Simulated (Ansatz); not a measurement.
The same molecule with X = B, Al, Ga, In. Ansatz, PBE0-D4/def2-TZVP geometries, multiplicity 1.

Elements past krypton have def2 core potentials. Scalar relativity is left out up to krypton.

```tsv
X	molecule	mean X–H bond length / Å	mean X–O bond length / Å	LUMO energy (ωB97M-V/def2-TZVPP) / eV	size of the dipole moment (ωB97M-V/def2-TZVPP) / D	HOMO–LUMO gap (B3LYP/def2-TZVPP) / eV
B	`[BH3-][O+](C)C`	1.210	1.631	2.25	4.75	8.08
Ga	`C[O+](C)[GaH3-]`	1.579	2.141	1.73	4.14	7.27
In	`C[O+](C)[InH3-]`	1.733	2.389	0.92	3.71	6.60
```

Problem. Give the row for X = Al, `C[O+](C)[AlH3-]`. (An estimate is asked.)

Solution. The calculation gave: 
| X | molecule | mean X–H bond length / Å | mean X–O bond length / Å | LUMO energy (ωB97M-V/def2-TZVPP) / eV | size of the dipole moment (ωB97M-V/def2-TZVPP) / D | HOMO–LUMO gap (B3LYP/def2-TZVPP) / eV |
| --- | --- | --- | --- | --- | --- | --- |
| Al | `C[O+](C)[AlH3-]` | 1.601 | 1.981 | 1.74 | 5.12 | 7.15 |

From B to In the mean X–H bond length isn't monotonic: highest at In, lowest at B; the mean X–O bond length rises at each step, by 0.758 Å in all; the LUMO energy (ωB97M-V/def2-TZVPP) falls at each step, by 1.33 eV in all; the HOMO–LUMO gap (B3LYP/def2-TZVPP) isn't monotonic: highest at B, lowest at In. Bonds lengthen as the atom grows down the group. Dipoles are sizes alone, and their direction can turn along the series.

B3LYP here is the variant with VWN-RPA as its local correlation; programs differ in this.
